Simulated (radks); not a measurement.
The numbers below are computed, except where a source is named.
Task: Ionisation ladder of thallium, from Tl to Tl21+. Each ion is in the ground configuration listed by NIST, and IE = E(next ion) - E(this ion). Level of theory: scalar-relativistic Kohn-Sham, exchange-only LDA, spin-polarised, spherical densities, point nucleus; open shells are filled with parallel spins first (spin-orbit coupling, left out, can overturn this in heavy ions) (a radial shooting solver on a logarithmic mesh with Libxc functionals).

| species | configuration | IE, Delta-SCF (eV) | <r> HOMO (bohr) |
|---|---|---|---|
| Tl | [Hg] 6p1 | 4.719 | 3.97 |
| Tl+ | [Hg] | ? | 2.40 |
| Tl2+ | [Xe] 4f14 5d10 6s1 | 29.607 | 2.28 |
| Tl3+ | [Xe] 4f14 5d10 | 50.170 | 1.35 |
| Tl4+ | [Xe] 4f14 5d9 | 65.229 | 1.30 |
| Tl5+ | [Xe] 4f14 5d8 | 81.054 | 1.27 |
| Tl6+ | [Xe] 4f14 5d7 | 97.526 | 1.23 |
| Tl7+ | [Xe] 4f14 5d6 | 114.52 | 1.20 |
| Tl8+ | [Xe] 4f14 5d5 | 137.94 | 1.17 |
| Tl9+ | [Xe] 4f14 5d4 | 156.75 | 1.15 |
| Tl10+ | [Xe] 4f14 5d3 | 176.04 | 1.13 |
| Tl11+ | [Xe] 4f14 5d2 | 195.76 | 1.10 |
| Tl12+ | [Xe] 4f14 5d1 | 215.84 | 1.08 |
| Tl13+ | [Xe] 4f14 | ? | 0.924 |
| Tl14+ | [Kr] 4d10 4f14 5s2 5p5 | 334.99 | 0.913 |
| Tl15+ | [Kr] 4d10 4f14 5s2 5p4 | 358.57 | 0.903 |
| Tl16+ | [Kr] 4d10 4f14 5s2 5p3 | 388.57 | 0.893 |
| Tl17+ | [Kr] 4d10 4f14 5s2 5p2 | 413.38 | 0.884 |
| Tl18+ | [Kr] 4d10 4f14 5s2 5p1 | ? | 0.874 |
| Tl19+ | [Kr] 4d10 4f14 5s2 | ? | 0.797 |
| Tl20+ | [Kr] 4d10 4f13 5s2 | 563.93 | 0.786 |
| Tl21+ | [Kr] 4d10 4f13 5s1 | 594.94 | 0.779 |

Estimate the withheld Delta-SCF values.

Result: Tl+: 19.627 eV (NIST 20.428); Tl13+: 311.41 eV (NIST 307); Tl18+: 438.16 eV (NIST 467); Tl19+: 554.68 eV (NIST 520).
